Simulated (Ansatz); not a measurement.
`FBN([SiH3])[SiH3]` + CH₃OH → `COBF` + `[SiH3]N[SiH3]` at 500 K and 1 bar (ligand exchange at a B–N bond).

Isolated molecules relaxed with PBE0-D4/def2-TZVP in Ansatz; ΔE leaves out vibrations. CCSD(T)/CBS adds triple-zeta CCSD(T) − MP2 to the extrapolated MP2 energy (def2 sets, frozen cores). This one scheme is used for every species. Each species was taken in one conformer, which may not be the lowest.

```tsv
species	CCSD(T)/CBS energy (Eh)	H − E (kJ/mol)	S (J/(mol·K))
`FBN([SiH3])[SiH3]`	-761.79139	245.6	439.2
CH₃OH	-115.61712	157.0	265.4
`COBF`	-240.31409	185.8	333.5
`[SiH3]N[SiH3]`	-637.10515	216.0	394.7
```

H − E and S are ideal-gas, rigid-rotor, harmonic terms from PBE0-D4/def2-TZVP, for one conformer and one mirror image of each species. 1 Eh = 2625.50 kJ/mol, R = 8.31446 J/(mol·K).

By hand: ΔE, ΔH, ΔS and ΔG.

ΔE = (-240.31409) + (-637.10515) − (-761.79139) − (-115.61712) = -0.01073 Eh = -28.2 kJ/mol. Δ(H − E) = 185.8 + 216.0 − 245.6 − 157.0 = -0.8, so ΔH = -29.0 kJ/mol. ΔS = 333.5 + 394.7 − 439.2 − 265.4 = 23.6 J/(mol·K). ΔG = -29.0 − 500 × (23.6)/1000 = -40.8 kJ/mol.

By hand: the equilibrium constant, and the temperature at which ΔG would vanish if ΔH and ΔS stayed fixed.

log₁₀ K = −ΔG/(RT ln 10) = 4.3. ΔH and −TΔS have one sign here, so there is no such temperature.

TΔS isn't small against ΔH here. A doubt of 5 kJ/mol in ΔE shifts log₁₀ K by 0.5 here. Other conformers and mirror images would add mixing entropy, several J/(mol·K) or more a flexible species. Modes under 60 cm⁻¹, often nearly free rotors, make the harmonic entropy too high. These are equilibria of isolated gas molecules and say nothing of rates. Largest T1 diagnostic: 0.013 (customary marks: 0.02 for closed shells, 0.045 for open ones).
